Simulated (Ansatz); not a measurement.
Species: C3H4S, SMILES `C=CC=S` (C–C–C–S torsion 180°) (charge 0, multiplicity 1), formula C3H4S.

### Question
How many basis functions does frozen-core CCSD(T)/def2-TZVPP // B3LYP-D3(BJ)/def2-TZVP (Ansatz, a first-principles code) use, how many core orbitals are frozen, and how many electrons are correlated?

### Answer
191 basis functions and 8 frozen orbitals, which leaves 22 correlated electrons. Core time is of the order of seconds.
